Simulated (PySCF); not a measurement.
A PySCF script (with the pyscf-properties extension) for the NMR shieldings of SMILES C#C[C@@H](C)[Si@@H](Cl)[SiH2]P, C₄H₁₀ClPSi₂, on a GFN2-xTB geometry:

```python
import basis_set_exchange as bse
import numpy as np
from pyscf import gto, dft
from pyscf.prop import nmr

atoms = """
C    -2.418685    2.021582    0.058537
C    -1.983814    0.965875    0.418506
C    -1.459314   -0.318037    0.824053
C    -1.763577   -1.374169   -0.242716
Si    0.428634   -0.161469    1.184604
Cl    1.032823   -1.966077    1.917390
Si    1.621234    0.414931   -0.737211
P     3.850090    0.481176   -0.504908
H    -2.813148    2.944334   -0.245826
H    -1.969722   -0.605496    1.751216
H    -2.838597   -1.467856   -0.388862
H    -1.315019   -1.096100   -1.194473
H    -1.372018   -2.343079    0.060298
H     0.566567    0.774804    2.311179
H     1.406857   -0.506038   -1.864210
H     1.230852    1.754322   -1.192532
H     3.949828   -0.720603    0.173715
H     3.838251    1.208219    0.672969
"""
names = dict.fromkeys(["C", "Si", "Cl", "P", "H"], "pcSseg-1")
basis = {el: gto.basis.parse(bse.get_basis(n, elements=[el], fmt="nwchem")) for el, n in names.items()}
mol = gto.M(atom=atoms, basis=basis, charge=0, verbose=0)
mf = dft.RKS(mol, xc="PBE0")
mf.grids.level = 2
mf.grids.alignment = dft.numint.BLKSIZE   # the property module wants whole blocks of grid points
mf.conv_tol = 1e-9
mf.kernel()

calc = nmr.RKS(mf)   # GIAO
C = mf.mo_coeff
Co = C[:, mf.mo_occ > 0]
resp = mf.gen_response(singlet=True, hermi=2)
def vind(x):   # induced exchange potential for any number of trial vectors
    d = np.einsum("pi,xij,qj->xpq", C, 2 * x.reshape(-1, C.shape[1], Co.shape[1]), Co, optimize=True)
    return np.einsum("xpq,pi,qj->xij", resp(d - d.transpose(0, 2, 1)), C, Co, optimize=True).ravel()
mo1, _ = nmr.rhf.solve_mo1(calc, with_cphf=vind)
sigma = calc.kernel(mo1)
for i, s in enumerate(sigma):   # ppm
    print("%2d %-2s %9.2f" % (i, mol.atom_pure_symbol(i), np.trace(s) / 3))
```

**Question.** Give the expected output.

**Answer.** 
```
 0 C     109.47
 1 C      98.04
 2 C     168.62
 3 C     168.80
 4 Si    349.66
 5 Cl   1002.66
 6 Si    445.53
 7 P     639.79
 8 H      30.16
 9 H      29.33
10 H      30.02
11 H      30.62
12 H      30.24
13 H      26.33
14 H      27.67
15 H      27.64
16 H      30.52
17 H      30.79
```

These numbers come from an equivalent density-fitted implementation of the same equations, which agrees with the script to about 0.01 ppm for H and up to a few tenths of a ppm for heavy atoms, so last digits may differ.

**Question.** Turn these shieldings into chemical shifts. Shifts are taken against calculated references (same method and geometry level): 13C (σ = 186.93 ppm), 29Si (σ = 349.16 ppm), 1H (σ = 31.72 ppm) against TMS; HCl for 35Cl (σ = 949.78 ppm); 31P (σ = 318.38 ppm) against H3PO4.

**Answer.** Averaging equivalent atoms: C 1: 88.9; C 0: 77.5; C 2: 18.3; C 3: 18.1; Si 4: -0.5; Si 6: -96.4; Cl 5: -53; P 7: -321.4; H 13: 5.39; H 15: 4.07; H 14: 4.05; H 9: 2.39; H 8: 1.55; H 10/11/12: 1.42; H 16/17: 1.06 ppm. Experimental scales use liquid or dissolved standards, which lie at an offset from isolated H3PO4.

Size and cost of the density-fitted run: 214 basis functions, 98 s wall time on 1 thread of an Arm Neoverse N1, shared host; peak memory 0.95 GiB.
